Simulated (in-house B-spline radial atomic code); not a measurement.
Inner levels of iridium as electrons are removed. A shift is the extra binding of the orbital against the neutral atom ([Xe] 4f14 5d3/2(4) 5d5/2(3) 6s2). The density at the nucleus is averaged over the nuclear charge. Computed with a B-spline radial code for spherical atoms: Dirac-Hartree-Fock, jj configuration that fills j = l - 1/2 first, finite nuclei.

A number in brackets counts the electrons of a j subshell.

```
  ion               configuration  shift of 1s1/2 (eV)  radius of 1s1/2 (bohr)  Σ<r²> (bohr²)  change of density at nucleus (bohr⁻³)
Ir69+  [He] 2s2 2p1/2(2) 2p3/2(2)              7084.98                0.017403       0.032038                               -50019.2
Ir70+  [He] 2s2 2p1/2(2) 2p3/2(1)              7566.27                0.017394       0.026462                               -47210.4
Ir71+           [He] 2s2 2p1/2(2)                    ?                       ?              ?                                      ?
Ir72+           [He] 2s2 2p1/2(1)              8621.55                 0.01737        0.01669                               -48005.8
Ir73+                    [He] 2s2              9197.31                0.017355       0.012481                               -51842.4
Ir74+                    [He] 2s1              9673.23                0.017353      0.0066064                                -160277
Ir75+                         1s2                    ?                       ?              ?                                      ?
Ir76+                         1s1              11647.2                0.017246      0.0004094                                -957554
```

**Question.** Fill in the row of Ir71+.

**Answer.** shift of 1s1/2 (eV): 8052.15; radius of 1s1/2 (bohr): 0.017385; Σ<r²> (bohr²): 0.021018; change of density at nucleus (bohr⁻³): -44365.2.

**Question.** Fill in the row of Ir75+.

**Answer.** shift of 1s1/2 (eV): 10152.6; radius of 1s1/2 (bohr): 0.017346; Σ<r²> (bohr²): 0.00082873; change of density at nucleus (bohr⁻³): -270710.
